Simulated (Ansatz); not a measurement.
Isomers of C$_{2}$H$_{3}$AlO, relaxed with PBE0-D4/def2-TZVP in Ansatz; electronic energies, one conformer each and not always the lowest. Functionals use def2-TZVPP; CBS adds triple-zeta CCSD(T) − MP2 to the MP2 limit of def2-TZVPP and def2-QZVPP.

**Question.** Order them by energy at frozen-core CCSD(T)/CBS, lowest first. (Estimate.)
A. `C=[C]1[O][AlH]1`
B. `C#[C][AlH][OH]`
C. `O=[C]1[CH2][AlH]1`

**Answer.** B (0.0 kcal/mol), A (39.2 kcal/mol), C (62.5 kcal/mol).

**Question.** How do PBE0-D4, HF/CBS(def2), B3LYP-D4, MP2/CBS(def2) place them (kcal/mol, against `C#[C][AlH][OH]`)? (An estimate is asked.)

**Answer.** Ansatz gave: 
```
             isomer  PBE0-D4  HF/CBS(def2)  B3LYP-D4  MP2/CBS(def2)
`O=[C]1[CH2][AlH]1`     49.2          73.9      56.2           64.8
  `C=[C]1[O][AlH]1`     30.4          47.1      35.3           40.8
```

B3LYP here is the variant with VWN-RPA as its local correlation; programs differ in this.
